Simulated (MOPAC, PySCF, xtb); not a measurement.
Pair of molecules: C2H2 (SMILES C#C) (first 4 atoms) with H4OSi (SMILES O[SiH3]); geometry from B3LYP-D3(BJ)/def2-TZVP, rigid monomers moved along the line of their centres of mass till C2···H7 is 3.27 Å.
(charge 0, multiplicity 1):
```xyz
10

C     -0.1462    -0.0704     0.1070
C     -1.2130    -0.4562     0.4912
H      0.7993     0.2748    -0.2365
H     -2.1626    -0.7955     0.8292
O      0.9052    -0.8867     4.0990
Si     0.7194     0.4925     4.9829
H      0.5761    -0.8692     3.1920
H      1.4300     1.6433     4.3691
H      1.2925     0.2116     6.3150
H     -0.7100     0.8695     5.1263
```

Monomers are frozen at their geometry in the pair; levels with a basis set take the counterpoise correction. Rows marked so take none.

Rows in 6-31G* carry no dispersion term and start afresh at each structure (6-31G* with six Cartesian d functions). The state that PM6 reach isn't checked.

Codes used: MOPAC for PM6 (differences of heats of formation); PySCF for 6-31G* rows; xtb for the GFN methods. Values without a source in brackets are computed.

Problem. One of these levels gives -2.03 kcal/mol for the interaction energy. Name it.
(A) GFN-FF
(B) PM6
(C) HF/6-31G* (no counterpoise)

Solution. C, HF/6-31G* (no counterpoise). The others give -1.41 (GFN-FF), -0.42 (PM6)
